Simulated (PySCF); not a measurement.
**C4H6O4: full NMR table**

* Formula: C4H6O4
* SMILES: O=COCCC(=O)O
* Point group of the computed structure: C1
* Degrees of unsaturation: 2
* Carbon signals: 4
* Proton signals: 4

Atoms are numbered as in `[O:1]=[CH:2][O:3][CH2:4][CH2:5][C:6](=[O:7])[OH:8]`; H(Xn) means a hydrogen on atom n.

[PySCF: GFN2-xTB structure; GIAO PBE0/pcSseg-1 shieldings; one computed conformer; averaged over atoms made equivalent by symmetry, fast rotation or ring inversion; in vacuum; relativity neglected]

Chemical shifts δ = σref − σ; TMS for 1H (σref 31.72), 13C (σref 186.93); 17O (σref 336.08) against H2O, all at this level.

| carbon | δC, type | δH (multiplicity) | HMBC from (2–3 bonds) | span of the C tensor (ppm) |
| --- | --- | --- | --- | --- |
| C2 | 166.5, CH | 8.10 (s) | H(C4) | 158 |
| C4 | 62.9, CH2 | 4.59 (t) | H(C2), H(C5) | 83 |
| C5 | 33.2, CH2 | 2.97 (t) | H(C4) | 54 |
| C6 | 175.5, C | – | H(C4), H(C5) | 169 |

Other nuclei:
```csv
atoms,nucleus,environment,δ (ppm),σ (ppm)
H(O8),1H,hydrogen on an acid hydroxyl oxygen,6.21,25.51
O1,17O,ester carbonyl oxygen,445.0,-108.9
O7,17O,carbonyl oxygen,436.8,-100.7
O3,17O,ester alkoxy oxygen,210.5,125.6
O8,17O,acid hydroxyl oxygen,210.0,126.0
```

1. Carbon types of the structure: 1 × C, 1 × CH, 2 × CH2, leaving 1 H on heteroatoms.
2. δC 175.5: carboxylic acid carbon; it is a carbonyl in resonance with an O or N lone pair, the region of acids, esters and amides.
3. δC 166.5: ester carbonyl carbon; it is a carbonyl in resonance with an O or N lone pair, the region of acids, esters and amides.
4. δC 62.9: sp3 CH2 bonded to O; deshielded by the electronegative neighbour.
5. δH 6.21: hydrogen on an acid hydroxyl oxygen; labile proton, position sensitive to the medium.
6. δH 2.97: hydrogen on an sp3 CH2 α to a carbonyl; α to C=O.

The OH or NH signal is concentration- and solvent-dependent in practice; the value given is the gas-phase one. Shifts are as computed. Against solution values, carbons near 30 ppm lie about +3 ppm off and those near 130 ppm about +5 ppm. Of 1211 compounds with measured shifts, 218 miss one by over three times the rms of a fit or turn the order of signals round; such compounds aren't used in these exercises. In solution the two oxygens of a carboxylic acid exchange roles by proton transfer and give one 17O line. Hydrogen bonding in solution shields acid and N–H amide carbonyl oxygens by tens of ppm. The C=O carbon of an acid or of an amide with N–H lies up to 10 ppm further downfield in solution, through hydrogen bonding that the calculation lacks. Unscaled 17O shifts of doubly bonded oxygen tend to come out too high, by tens of ppm or more. Experimental scales use liquid or dissolved standards, which lie at an offset from isolated H2O (liquid H2O: subtract about 36 ppm). Multiplicities follow the n + 1 count of equivalent neighbours, as no J values were calculated; m marks all less simple cases, F and P coupling included.
